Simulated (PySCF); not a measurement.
Input of a run (PBE0-D3(BJ)/def2-SVP geometry optimisation, gas phase (PySCF 2.14.0)), started from GFN2-xTB:
```
{"job": {"xc": "PBE0", "basis": "def2-SVP", "d3": "d3bj", "grid": 1, "kind": "geom"}, "charge": 0, "multiplicity": 1}
C     -1.873369    -0.202666     0.429855
N     -0.488390    -0.541249     0.227341
Si     0.728631     0.645203    -0.025869
N      2.155469    -0.304797    -0.221204
H     -2.511885    -1.051523     0.174233
H     -2.093420     0.093947     1.462622
H     -2.128461     0.631316    -0.220190
H     -0.222146    -1.352702     0.765705
H      1.049840     1.553242     1.084816
H      0.260537     1.422128    -1.183585
H      3.015859     0.194166    -0.371754
H      2.108534    -1.087750    -0.853839
```

Output (energies in Eh, forces in Eh/bohr):
```
step   0  E = -441.45044180  max force = 0.016418
step   1  E = -441.45420159  max force = 0.004263
step   2  E = -441.45454805  max force = 0.001829
step   3  E = -441.45497810  max force = 0.003576
step   4  E = -441.45516960  max force = 0.003936
step   5  E = -441.45534894  max force = 0.001887
step   6  E = -441.45538944  max force = 0.000572
step   7  E = -441.45540288  max force = 0.000264
optimisation converged
```

Summarise the run.

The energy falls by 3.1 kcal/mol over 8 energy and gradient evaluations, the largest force component goes from 0.0164 to 2.6e-04 Eh/bohr, and the atoms move by 0.235 Å rms after alignment. Among the bonds, Si3–H9 and Si3–H10 change most and about equally (+0.032 to +0.033 Å). Bonds longer at the end by more than 0.005 Å: 9 of 11; shorter: 0. Among the angles that change most is N2–Si3–N4, from 102.8° to 107.8°. Among the dihedrals that turn most is H9–Si3–N4–H11, from -55° to -25°. The energy never rose by more than 1e-6 Eh on the way. The first step brought 76 % of the lowering.

What are the final bond lengths?

C1–N2 1.440 Å, N2–Si3 1.725 Å, Si3–N4 1.725 Å, C1–H5 1.104 Å, C1–H6 1.108 Å, C1–H7 1.102 Å, N2–H8 1.015 Å, Si3–H9 1.503 Å, Si3–H10 1.502 Å, N4–H11 1.013 Å, N4–H12 1.013 Å. Numbering counts from 1 in the input's order; the species is `CN[SiH2]N`.

The run used 100 basis functions and 50 SCF cycles in all.

PBE0-D3(BJ)/def2-SVP frequencies: not computed here. The numbers are those of one conformer.
